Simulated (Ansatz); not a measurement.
Ansatz results at the PBE0-D4/def2-TZVP geometry: LUMO energy (PBE0/def2-TZVPP) 0.26 eV; HOMO energy (PBE/def2-TZVPP) -6.39 eV; HOMO–LUMO gap (PBE/def2-TZVPP) 5.78 eV.

Each molecule was computed in one conformer, which needn't be the lowest.

(1) Which molecule gave them?
A. `Cl[SiH2]N[Si](Cl)(Cl)Cl`
B. `O[Si@@H](F)N[Si@@H](O)F`
C. `F[SiH](Cl)C#[C][GeH3]`
D. `N[Si@H](F)S[Si@@H](N)Cl`

## Answers

(1) D. The others give `F[SiH](Cl)C#[C][GeH3]`: -1.11, -7.35, 5.36; `O[Si@@H](F)N[Si@@H](O)F`: 0.49, -7.05, 6.66; `Cl[SiH2]N[Si](Cl)(Cl)Cl`: -0.06, -7.25, 6.21.
